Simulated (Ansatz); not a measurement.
`C#[C][In]([F])[Cl]` + silanol → `[F][In]([Cl])[O][SiH3]` + acetylene at 500 K and 1 bar (ligand exchange at the In–C bond).

Computed with Ansatz on PBE0-D4/def2-TZVP structures; ΔE is electronic, products minus reactants. CBS: MP2 limit from def2 TZ/QZ plus the TZ coupled-cluster correction, frozen cores. This one scheme is used for every species. def2 core potentials past Kr. For In outer-core shells are correlated without core-valence functions, which leaves a few kJ/mol of doubt a bond. Each species was taken in one conformer, which may not be the lowest.

| species | CCSD(T)/CBS energy (Eh) | H − E (kJ/mol) | S (J/(mol·K)) |
| --- | --- | --- | --- |
| `C#[C][In]([F])[Cl]` | -826.10583 | 97.1 | 418.1 |
| `O[SiH3]` | -366.69042 | 127.5 | 292.9 |
| `[F][In]([Cl])[O][SiH3]` | -1115.57293 | 133.6 | 475.2 |
| `C#C` | -77.22717 | 90.7 | 225.3 |

H − E and S are ideal-gas, rigid-rotor, harmonic terms from PBE0-D4/def2-TZVP, for one conformer and one mirror image of each species. 1 Eh = 2625.50 kJ/mol, R = 8.31446 J/(mol·K).

**Question.** By hand: ΔE, ΔH, ΔS and ΔG.

**Answer.** ΔE = (-1115.57293) + (-77.22717) − (-826.10583) − (-366.69042) = -0.00385 Eh = -10.1 kJ/mol. Δ(H − E) = 133.6 + 90.7 − 97.1 − 127.5 = -0.3, so ΔH = -10.4 kJ/mol. ΔS = 475.2 + 225.3 − 418.1 − 292.9 = -10.5 J/(mol·K). ΔG = -10.4 − 500 × (-10.5)/1000 = -5.2 kJ/mol.

**Question.** By hand: the equilibrium constant, and the temperature at which ΔG would vanish if ΔH and ΔS stayed fixed.

**Answer.** log₁₀ K = −ΔG/(RT ln 10) = 0.5. ΔG = 0 at ΔH/ΔS = 990 K, though so small a ΔS makes that figure unsure.

TΔS isn't small against ΔH here. The sign of ΔG lies within the doubt. A doubt of 5 kJ/mol in ΔE shifts log₁₀ K by 0.5 here. Other conformers and mirror images would add mixing entropy, several J/(mol·K) or more a flexible species. Modes under 60 cm⁻¹, often nearly free rotors, make the harmonic entropy too high. These are equilibria of isolated gas molecules and say nothing of rates. Largest T1 diagnostic: 0.015 (customary marks: 0.02 for closed shells, 0.045 for open ones).
